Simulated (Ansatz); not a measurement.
Compare A (`C[SiH](O)O[SiH](O)O`) with its isomer B (`O[SiH2]C[Si](O)(O)O`).

Gas-phase electronic energies from Ansatz, PBE0-D4/def2-TZVP geometries. CCSD(T)/CBS is the MP2 limit (def2-TZVPP, def2-QZVPP) plus CCSD(T) − MP2 in def2-TZVPP, frozen cores. DFT in def2-TZVPP. B3LYP here is the variant with VWN-RPA as its local correlation; programs differ in this. Each species was taken in one conformer, which may not be the lowest.

(1) Which is lower in electronic energy at CCSD(T)/CBS, and by how much? (Best estimate.)

(2) Give E(B) − E(A) in kcal/mol with B2PLYP, HF/def2-TZVPP, PBE-D4, r2SCAN-D4, ωB97M-V, B3LYP-D4, B3LYP. (An estimate is asked.)

Largest T1 diagnostic: 0.011.

## Answers

(1) Ansatz gave: A, by 26.9 kcal/mol.

(2) Ansatz gave: B2PLYP 28.2, HF/def2-TZVPP 32.7, PBE-D4 23.4, r2SCAN-D4 26.4, ωB97M-V 26.1, B3LYP-D4 27.3, B3LYP 28.5. None reverses the order clearly.

From PBE to PBE0 (25 % exact exchange), in def2-TZVPP and without D4, E(B) − E(A) moves by +1.0 kcal/mol. The D4 term adds −1.2 kcal/mol with B3LYP and −0.6 kcal/mol with PBE0; it sums over pairs of atoms, weighted by their polarisabilities, and B3LYP, whose exchange is more repulsive, gets the larger term.
